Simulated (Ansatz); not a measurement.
Reaction (redistribution): `CB(S)C[SiH3]` + `[NH2][GeH2][NH2]` → `CB(N)S` + `[NH2][GeH2][CH2][SiH3]`

Calculated with Ansatz (gas phase, PBE0-D4/def2-TZVP geometries, no zero-point term in ΔE). CCSD(T)/CBS adds triple-zeta CCSD(T) − MP2 to the extrapolated MP2 energy (def2 sets, frozen cores). Functionals use def2-TZVPP. B3LYP here is the variant with VWN-RPA as its local correlation; programs differ in this. For Ge outer-core shells are correlated without core-valence functions, which leaves a few kJ/mol of doubt a bond. Scalar relativity is left out up to krypton. Each species was taken in one conformer, which may not be the lowest.

| level | ΔE (kcal/mol) | difference from CCSD(T)/CBS |
| --- | --- | --- |
| PBE-D4 | -18.1 | 0.0 |
| r2SCAN-D4 | -17.9 | 0.2 |
| PBE0-D4 | -18.3 | -0.2 |
| B3LYP-D4 | -18.5 | -0.4 |
| ωB97X-V | -18.1 | 0.0 |
| B2PLYP | -18.3 | -0.2 |
| PBE | -18.2 | -0.1 |
| PBE0 | -18.5 | -0.4 |
| B3LYP | -18.7 | -0.6 |
| HF/def2-TZVPP | -18.2 | -0.1 |
| MP2/def2-TZVPP | -18.0 | 0.1 |
| CCSD/def2-TZVPP | -18.3 | -0.2 |
| HF/def2-QZVPP | -18.0 | 0.1 |
| MP2/def2-QZVPP | -18.0 | 0.1 |
| SCS-MP2/def2-QZVPP | -17.8 | 0.3 |
| MP2/CBS(def2) | -18.0 | 0.1 |
| CCSD(T)/CBS | -18.1 | 0 |

Largest T1 diagnostic among the species: 0.012.
